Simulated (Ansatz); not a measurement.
```yaml
crystal:
  periodic: [true, true, true]
  atoms:
    - {symbol: In, position_ang: [-0.001650, 0.003422, -1.283155]}
    - {symbol: N, position_ang: [0.001200, -0.002515, 1.142148]}
    - {symbol: H, position_ang: [-0.951413, 0.031197, 1.509760]}
    - {symbol: H, position_ang: [0.509189, 0.803934, 1.510029]}
    - {symbol: H, position_ang: [0.448024, -0.847192, 1.503623]}
    - {symbol: H, position_ang: [1.735129, -0.020342, -1.462400]}
    - {symbol: H, position_ang: [-0.849385, 1.519953, -1.457234]}
    - {symbol: H, position_ang: [-0.891104, -1.488458, -1.462751]}
basis:
  gaussian: {orbitals: def2-SVPD}
hamiltonian: {xc: {name: wB97M-V}}
scf: {omitted_lower_state_checks: [starts]}
```

```sh
$ ansatz run in.yaml --threads 4 --pin off --events-out ev --progress --plain --max-ram 3916MiB
```

It prints (some lines left out):

```
Error: YAML parse error: error: line 2 column 3: crystal: missing field `lattice` (a structure is typed as `lattice` and `atoms`, a molecule's as `atoms` in Å alone, or read from a run's directory, `checkpoint`)
 --> <input>:2:3
1 | crystal:
2 |   periodic: [true, true, true]
3 |   atoms:
4 |     - {symbol: In, position_ang: [-0.001650, 0.003422, -1.283155]}
```

In this input the species is marked periodic without a cell. The input was rejected before any iteration.
